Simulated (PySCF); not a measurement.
Electron correlation in Bi+ (bismuth, charge +1)

[Xe] 4f14 5d10 6s2 6p1 7s1, high-spin 3P determinant (an excited configuration). Calculation: PySCF 2.14, in x2c-TZVPPall with one added diffuse shell each of s, p, d, f type (12s8p7d4f, 99 functions); scalar relativity by spin-free X2C-1e. Frozen: [Xe] 4f14 5d10; 4 electrons correlated.

```tsv
level	correlation energy (mhartree)
CCSD	-46.82
(T)	-1.05
CCSD(T)	-47.87
```

Diagnostics: T1 = 0.0094, D1 = 0.0222, largest double amplitude 0.068.

Spin-orbit coupling, absent here, splits the open shell strongly. The outer electron is Rydberg-like, and this basis confines it to a smaller radius and binds it less than a complete one would.

Cost of the coupled-cluster step: about 11 core-seconds, for 4 correlated electrons.
